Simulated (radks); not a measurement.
Species: Pt. Configuration: [Xe] 4f14 5d8.5 6s1.5 (fractional occupations, a model configuration). All-electron calculation, Dirac Kohn-Sham, LDA (Slater exchange, Perdew-Wang correlation), spin-unpolarised, spherical densities, finite nucleus; open shells are shared between the two j in proportion to 2j + 1; Fermi nuclear charge, rms radius 5.427 fm. Program: a radial shooting solver on a logarithmic mesh with Libxc functionals.

X-ray form factor f0, the Fourier transform of the density (f0(0) = 78):

sin(theta)/lambda (1/angstrom)  f0 (electrons)
0.05                                    76.890
0.1                                     73.996
0.15                                    70.189
0.2                                     66.150
0.25                                    62.217
0.3                                     58.515
0.4                                     51.915
0.5                                     46.329
0.6                                     41.587
0.8                                     33.907
1                                       27.913
1.25                                    22.356
1.5                                     18.657
2                                       14.596
